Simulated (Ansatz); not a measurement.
Total energies of Si(vinyl)(NHEt)3 (C₈H₂₁N₃Si) from Ansatz at PBE0-D4/def2-SVP, gas phase (1 Eh = 27.2114 eV = 2625.5 kJ/mol). The reference geometry is relaxed at r2SCAN-D4/def2-SVP.

```xyz
33

Si    0.2148   -0.0725   -0.2884
C     2.0512   -0.2539    0.0431
C     2.8488   -1.1492   -0.5636
H     2.5144    0.4073    0.7926
H     2.4492   -1.8497   -1.3081
H     3.9210   -1.2322   -0.3449
N    -0.0592   -0.8179   -1.8282
C    -1.3682   -1.2235   -2.3121
C    -2.1271   -0.1344   -3.0680
H     0.6275   -0.6787   -2.5653
H    -1.2710   -2.1220   -2.9514
H    -1.9590   -1.5392   -1.4339
H    -2.2977    0.7360   -2.4138
H    -3.1059   -0.4966   -3.4242
H    -1.5559    0.2087   -3.9475
N    -0.3623    1.5698   -0.2974
C    -0.3025    2.4987    0.8184
C     0.8880    3.4536    0.7741
H    -0.3970    2.0303   -1.2042
H    -1.2386    3.0899    0.8775
H    -0.2668    1.9032    1.7481
H     1.8399    2.8984    0.7747
H     0.8857    4.1403    1.6367
H     0.8634    4.0682   -0.1418
N    -0.6771   -0.8224    0.9865
C    -0.3301   -2.0345    1.7038
C     0.0242   -1.7860    3.1661
H    -1.5289   -0.3676    1.3056
H    -1.1514   -2.7766    1.6427
H     0.5301   -2.4990    1.1917
H     0.8906   -1.1095    3.2436
H     0.2681   -2.7254    3.6887
H    -0.8181   -1.3137    3.6992
```

```csv
state,geometry,energy (Eh)
charge 0 singlet,reference,-770.19616
charge 1 doublet,reference,-769.90642
charge 1 doublet,relaxed at r2SCAN-D4/def2-SVP,-769.92604
free Si atom (triplet),–,-289.15194
free C atom (triplet),–,-37.76066
free H atom (doublet),–,-0.50029
free N atom (quartet),–,-54.47898
```

Task: Work out the vertical ionisation energy to the doublet.

Result: E(charge 1 doublet) − E(charge 0 singlet) = -769.90642 − (-770.19616) = 0.28974 Eh = 7.88 eV. For comparison, −ε of the highest occupied level is 6.26 eV at this level, 1.62 eV less.

Task: How much does the charge 1 doublet relax, and what is the adiabatic ionisation energy?

Result: Relaxation: -769.90642 − (-769.92604) = 0.01962 Eh = 0.53 eV. Adiabatic ionisation energy: 0.27012 Eh = 7.35 eV, without zero-point energy. 

Task: What is the binding energy per atom against free atoms?

Result: Atoms: 1 × (-289.15194) + 8 × (-37.76066) + 21 × (-0.50029) + 3 × (-54.47898) = -765.18025 Eh. Binding: -765.18025 − (-770.19616) = 5.01591 Eh = 136.49 eV, or 4.14 eV for each of 33 atoms (no zero-point energy, no counterpoise term).
